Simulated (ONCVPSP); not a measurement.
**What the settings do to the ONCV potential of titanium (Ti)**

Base potential:

Ti, optimised norm-conserving Vanderbilt (ONCV), made with ONCVPSP 4.0.1 (PBEsol, scalar-relativistic). Core [Ne], reference 3s2 3p6 3d2 4s1.75 4p0.25. Waves: 3s+4s: rc 1.50 bohr, ncon 3, nbas 7, qcut 10.6 1/bohr, 2 projectors; 3p+4p: rc 1.55 bohr, ncon 4, nbas 7, qcut 10.2 1/bohr, 2 projectors; 3d: rc 2.40 bohr, ncon 5, nbas 9, qcut 5.6 1/bohr, 2 projectors, debl 2.1 Ha. Local part: polynomial inside 1.05 bohr (lpopt 4, dvloc0 0 Ha). Core correction: none.

All-electron outer shells of the reference configuration (PBEsol, scalar-relativistic, ld1.x):

| shell | level (eV) | outermost node (bohr) | outermost maximum (bohr) |
| --- | --- | --- | --- |
| 2s | -536.57 | 0.09 | 0.27 |
| 2p | -444.26 | – | 0.22 |
| 3s | -62.80 | 0.40 | 0.87 |
| 3p | -39.12 | 0.37 | 0.90 |
| 4s | -4.68 | 1.24 | 2.92 |
| 3d | -4.59 | – | 0.98 |
| 4p | -1.62 | 1.39 | 3.80 |

Cutoffs, loose and tight: the cutoffs (Ha) at which the residual kinetic energy of the hardest occupied pseudo-wave falls to 1 and 0.1 mHa per electron. They do not see the model core or the augmentation charge, which bear on the density cutoff. Test errors are all-electron minus pseudo excitation energies from the reference, over the configurations 3s2 3p6 3d2 4s2 4p0; 3s2 3p6 3d2 4s1 4p0; 3s2 3p6 3d2 4s0 4p0; 3s2 3p5 3d2 4s2 4p0. A dash means not determined; rows that change the core or the reference have their own tests.

| change | outcome | cutoff, loose | cutoff, tight | bound ghosts | GHOST(+) flags above zero | largest test error (meV) |
| --- | --- | --- | --- | --- | --- | --- |
| base | generated | 32 Ha | 45 Ha | none | none | -216 |
| p: rc 1.32 | generated | 32 Ha | 45 Ha | none | none | -206 |
| p: rc 1.56 | generated | 32 Ha | 45 Ha | none | none | -216 |
| p: rc 1.82 | generated | 32 Ha | 45 Ha | none | none | -220 |
| p: rc 2 | generated | 32 Ha | 45 Ha | none | none | -201 |

**Question.** What comes out with this change to the base: p: rc 2.24?

**Answer.** outcome: generated; cutoff, loose: 32 Ha; cutoff, tight: 45 Ha; bound ghosts: none; GHOST(+) flags above zero: none; largest test error (meV): -178.

**Question.** What comes out with this change to the base: p: rc 1.12?

**Answer.** outcome: generated; cutoff, loose: 34 Ha; cutoff, tight: 45 Ha; bound ghosts: none; GHOST(+) flags above zero: none; largest test error (meV): -200.

Reading the sweep of the p radius (base included, trends over the rows without a ghost): The loose cutoff stays near 32 Ha. The median size of the test errors (rows with all tests solved) stays near 1.7 meV.
